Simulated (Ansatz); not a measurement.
Ansatz results at the PBE0-D4/def2-TZVP geometry: HOMO–LUMO gap (B3LYP/def2-TZVPP) 6.19 eV; zero-point energy (PBE0-D4/def2-TZVP) 49.1 kJ/mol; LUMO energy (PBE0/def2-TZVPP) -2.86 eV.

Each molecule was computed in one conformer, which needn't be the lowest.

Which molecule gave them?
A. `[NH2][Ti]([NH2])([NH2])[F]`
B. `[OH][Ti]([F])([F])[Cl]`
C. `[NH2][Ti]([OH])([OH])[F]`
D. `C[Se][Ti]([Cl])([Cl])[Cl]`

B. The others give `[NH2][Ti]([OH])([OH])[F]`: 5.60, 137.9, -1.43; `[NH2][Ti]([NH2])([NH2])[F]`: 5.70, 202.7, -1.00; `C[Se][Ti]([Cl])([Cl])[Cl]`: 3.60, 111.4, -3.42.

B3LYP here is the variant with VWN-RPA as its local correlation; programs differ in this.
